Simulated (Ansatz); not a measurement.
`Cl[CH2][GeH]([Cl])[Cl]` + `N=C=O` → `O=C=[N][GeH]([Cl])[Cl]` + `CCl` at 500 K and 1 bar (ligand exchange at a Ge–C bond).

Program: Ansatz. Geometries: PBE0-D4/def2-TZVP. ΔE: electronic, gas phase. CCSD(T)/CBS is the MP2 limit (def2-TZVPP, def2-QZVPP) plus CCSD(T) − MP2 in def2-TZVPP, frozen cores. This one scheme is used for every species. For Ge outer-core shells are correlated without core-valence functions, which leaves a few kJ/mol of doubt a bond. Scalar relativity is left out up to krypton. Each species was taken in one conformer, which may not be the lowest.

```csv
species,CCSD(T)/CBS energy (Eh),H − E (kJ/mol),S (J/(mol·K))
`Cl[CH2][GeH]([Cl])[Cl]`,-3495.38945,148.8,437.4
`N=C=O`,-168.51995,77.7,264.2
`O=C=[N][GeH]([Cl])[Cl]`,-3164.30040,110.5,444.5
`CCl`,-499.63220,119.3,258.4
```

H − E and S are ideal-gas, rigid-rotor, harmonic terms from PBE0-D4/def2-TZVP, for one conformer and one mirror image of each species. 1 Eh = 2625.50 kJ/mol, R = 8.31446 J/(mol·K).

Question: By hand: ΔE, ΔH, ΔS and ΔG.

Answer: ΔE = (-3164.30040) + (-499.63220) − (-3495.38945) − (-168.51995) = -0.02320 Eh = -60.9 kJ/mol. Δ(H − E) = 110.5 + 119.3 − 148.8 − 77.7 = 3.3, so ΔH = -57.6 kJ/mol. ΔS = 444.5 + 258.4 − 437.4 − 264.2 = 1.3 J/(mol·K). ΔG = -57.6 − 500 × (1.3)/1000 = -58.2 kJ/mol.

Question: By hand: the equilibrium constant, and the temperature at which ΔG would vanish if ΔH and ΔS stayed fixed.

Answer: log₁₀ K = −ΔG/(RT ln 10) = 6.1. ΔH and −TΔS have one sign here, so there is no such temperature.

The number of gas molecules stays the same, so ΔS is small and ΔH decides. A doubt of 5 kJ/mol in ΔE shifts log₁₀ K by 0.5 here. Other conformers and mirror images would add mixing entropy, several J/(mol·K) or more a flexible species. Modes under 60 cm⁻¹, often nearly free rotors, make the harmonic entropy too high. These are equilibria of isolated gas molecules and say nothing of rates. Largest T1 diagnostic: 0.018 (customary marks: 0.02 for closed shells, 0.045 for open ones).

ΔS is within the doubt of such terms, so its sign, and with it that verdict, could turn.
